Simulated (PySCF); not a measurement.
Simulated P 2p region for Ga(PH3)F3, `[F][Ga]([F])([F])<-[PH3]`, binding energy against the vacuum level.

Every computed line was given a Gaussian of 0.6 eV full width at half maximum and an area set by the number of equivalent atoms (split 2:1 within a doublet); the highest printed point is 100. Level of theory: PySCF 2.14.0, delta-SCF UKS SCAN, pcX-2 on the ionised atom, pcseg-1 elsewhere, spin-free X2C.

(binding energy (eV), intensity): (138.3, 0), (138.4, 1), (138.5, 3), (138.6, 9), (138.7, 19), (138.8, 36), (138.9, 59), (139.0, 82), (139.1, 98), (139.2, 100), (139.3, 88), (139.4, 67), (139.5, 47), (139.6, 34), (139.7, 30), (139.8, 35), (139.9, 44), (140.0, 50), (140.1, 50), (140.2, 43), (140.3, 32), (140.4, 20), (140.5, 11), (140.6, 5), (140.7, 2), (140.8, 1), (140.9, 0)

Q: Count the maxima, the lines and the sites behind this envelope.

A: The curve has 2 maxima (at 139.2 and 140.0 eV). Under it lie 2 lines from 1 inequivalent phosphorus site, drawn as a 2p3/2, 2p1/2 pair.

Q: Decompose the envelope and assign each component. Bonds: Ga1–P2, Ga1–F6, Ga1–F7, Ga1–F8. Hydrogens: H3, H4, H5 on P2.

A: 
```
position (eV)  relative area     line  atoms                      environment
       139.16           0.67  P 2p3/2     P2  phosphorus bonded to Ga and 3 H
       140.05           0.33  P 2p1/2     P2  phosphorus bonded to Ga and 3 H
```

Q: What are the centre and the root-mean-square width of the whole band?

A: The area-weighted mean of the lines is 139.46 eV. Their own spread about it is 0.42 eV (rms) and each Gaussian has σ = 0.6/2.355 = 0.25 eV; the variances add, which gives 0.49 eV.

No satellites, vibrations or lifetime broadening are included. The 2p values add to the ΔSCF energy of one spin-free hole a correction within the shell (spin–orbit coupling, ligand field). 2p1/2 minus 2p3/2 (ligand field included): P 0.89 eV. Geometry: PBE0-D3(BJ)/def2-SVP; no solvent, vibrations or thermal averaging.
